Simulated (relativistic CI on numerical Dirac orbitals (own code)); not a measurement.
How well does a small relativistic CI reproduce S⁺?

Calculated at this level of theory: Dirac-Coulomb-Breit CI, KLI orbitals optimised for each configuration, a model potential for QED, valence Slater integrals scaled by 0.85, P86 correlation energy added to each configuration (own radial code, finite nucleus).

CI space (outside the closed core [Ne]): 3s2 3p3, 3s 3p4, 3s2 3p2 3d, 3s2 3p2 4s, 3s2 3p2 4p, 3p5, 3s 3p3 3d, 3s2 3p2 5s, 3s2 3p2 4d, 3s2 3p2 5p, 3s2 3p2 4f, 3s2 3p2 6s, 3s2 3p2 5d, 3s2 3p2 6p, 3s2 3p2 5f, 3s2 3p2 5g, 3s2 3p 4s 4p, 3s2 3p2 6d, 3s2 3p 3d 4p, 3s 3p3 4s, 3s2 3p 3d2, 3s2 3d3, 3s2 3d2 4s, 3s2 3d2 4p, 3s 3p 3d3, 3s2 3d2 5s, 3s2 3p 4s2, 3s2 3d 4s2, 3s2 4s2 4p, 3s 3p 3d 4s2, 3s2 4s2 5s, 3s2 3p 3d 4s, 3s2 3d 4s 4p, 3s 3p 3d2 4s, 3s2 3d 4s 5s, 3p3 3d2, 3p2 3d3, 3p2 3d2 4s, 3p2 3d2 4p, 3p2 3d2 5s, 3s2 3p 4p2, 3s2 3d 4p2, 3s2 4s 4p2, 3s2 4p3, 3s 3p 3d 4p2, 3s2 4p2 5s. Double excitations out of closed p, d and f shells are left out; levels of such configurations are missing from the list, as are those of other unlisted configurations, and high levels can miss mixing partners. These lack a partner that the ground configuration has and come out too high: 3s2 3p2 4d, 3s2 3p2 5p, 3s2 3p2 4f, 3s2 3p2 6s, 3s2 3p2 5d.

```csv
Configuration,Term (tabulated),J,Measured (cm⁻¹),Computed,Error,Purity (%)
3s2 3p3,4S°,3/2,0.0,0,0,97
3s2 3p3,2D°,3/2,14852.9,15628,775,96
3s2 3p3,2D°,5/2,14884.7,15662,777,97
3s2 3p3,2P°,1/2,24524.8,24081,-444,95
3s2 3p3,2P°,3/2,24571.5,24126,-446,95
3s 3p4,4P,5/2,79395.4,86690,7294,83
3s 3p4,4P,3/2,79756.8,87051,7294,83
3s 3p4,4P,1/2,79962.6,87258,7295,83
3s 3p4,2D,3/2,97890.7,107047,9157,64
3s 3p4,2D,5/2,97918.9,107070,9152,64
3s2 3p2 3d,2P,3/2,105599.1,115167,9568,77
3s2 3p2 3d,2P,1/2,106044.2,115566,9522,77
3s2 3p2 4s,4P,1/2,109560.7,117414,7854,99
3s2 3p2 4s,4P,3/2,109831.6,117691,7860,99
3s2 3p2 3d,4F,3/2,110177.0,118858,8681,98
3s2 3p2 4s,4P,5/2,110268.6,118138,7869,99
3s2 3p2 3d,4F,5/2,110313.4,118996,8682,98
3s2 3p2 3d,4F,7/2,110508.7,119192,8683,98
3s2 3p2 3d,4F,9/2,110766.6,119451,8684,98
3s2 3p2 4s,2P,1/2,112937.6,120991,8054,95
3s2 3p2 4s,2P,3/2,113461.5,121500,8039,96
3s2 3p2 3d,4D,1/2,114162.3,123455,9293,99
3s2 3p2 3d,4D,3/2,114200.5,123493,9292,99
3s2 3p2 3d,4D,5/2,114231.0,123546,9315,98
3s2 3p2 3d,4D,7/2,114279.3,123616,9337,96
3s2 3p2 3d,2F,5/2,114804.4,125046,10242,97
3s2 3p2 3d,2F,7/2,115285.6,125517,10232,96
3s 3p4,2S,1/2,119783.8,126794,7010,60
3s2 3p2 4s,2D,3/2,121528.7,130242,8713,98
3s2 3p2 4s,2D,5/2,121530.0,130240,8710,98
3s2 3p2 3d,2G,7/2,127127.1,136753,9626,99
3s2 3p2 3d,2G,9/2,127128.4,136742,9614,99
3s2 3p2 4p,4D°,1/2,127825.1,135192,7367,98
3s2 3p2 4p,4D°,3/2,127976.3,135344,7368,97
3s2 3p2 4p,4D°,5/2,128233.2,135604,7371,97
3s2 3p2 4p,4D°,7/2,128599.2,135978,7379,98
3s2 3p2 4p,4P°,1/2,129787.8,137047,7259,98
3s2 3p2 4p,4P°,3/2,129858.2,137104,7246,89
3s2 3p2 4p,4P°,5/2,130134.2,137408,7274,94
3s2 3p2 3d,4P,5/2,130602.2,140450,9848,77
3s2 3p2 4p,2D°,3/2,130641.1,138002,7361,89
3s2 3p2 3d,4P,3/2,130818.9,140683,9865,77
3s2 3p2 3d,4P,1/2,130948.9,140827,9878,77
3s2 3p2 4p,2D°,5/2,131187.2,138557,7370,94
3s2 3p2 4p,2P°,1/2,133268.7,140497,7228,98
3s2 3p2 3d,2D,3/2,133360.9,142014,8653,84
3s2 3p2 4p,2P°,3/2,133400.0,140652,7252,98
3s2 3p2 3d,2D,5/2,133814.8,142381,8566,83
3s2 3p2 4s,2S,1/2,136328.8,144039,7710,96
3s2 3p2 3d,2F,5/2,138509.2,146967,8457,73
3s2 3p2 3d,2F,7/2,138528.0,146995,8467,74
3s2 3p2 3d,2P,1/2,139845.0,147489,7644,89
3s2 3p2 3d,2P,3/2,140016.8,147655,7639,89
3s2 3p2 4p,2F°,5/2,140230.1,148355,8125,90
3s2 3p2 4p,2F°,7/2,140319.2,148448,8128,99
```

Measured levels from NIST Handbook of Basic Atomic Spectroscopic Data (Sansonetti and Martin, J. Phys. Chem. Ref. Data 34, 1559 (2005)); pairs were made by configuration, J and term (by order where the table uses no LS term), so strongly mixed levels may be paired wrongly.

Mean error by configuration (cm⁻¹): 3s2 3p3 166; 3s 3p4 7867; 3s2 3p2 3d 9121; 3s2 3p2 4s 8101; 3s2 3p2 4p 7441. Over the excited levels the mean absolute error is 7796 cm⁻¹ (54 of the 56 excited levels that our extract of the source holds in range could be paired, and the others can miss by more), and the median relative error of those above 1,000 cm⁻¹ is 7.1 %.

Transition probabilities of persistent lines. The last column rescales the computed rate by the cube of measured over computed energy:

```csv
λ measured (Å),Lower,Upper,A tabulated (s⁻¹),A computed,A rescaled
1250.58 vacuum,3s2 3p3 4S°_3/2,3s 3p4 4P_1/2,4.63e+07,4.34e+07,3.34e+07
1253.81 vacuum,3s2 3p3 4S°_3/2,3s 3p4 4P_3/2,4.62e+07,4.31e+07,3.32e+07
1259.52 vacuum,3s2 3p3 4S°_3/2,3s 3p4 4P_5/2,4.65e+07,4.28e+07,3.29e+07
5432.81 air,3s2 3p2 4s 4P_3/2,3s2 3p2 4p 4D°_5/2,6.80e+07,6.08e+07,6.59e+07
5453.83 air,3s2 3p2 4s 4P_5/2,3s2 3p2 4p 4D°_7/2,8.50e+07,7.66e+07,8.31e+07
5639.97 air,3s2 3p2 4s 2P_3/2,3s2 3p2 4p 2D°_5/2,6.60e+07,6.23e+07,6.99e+07
```
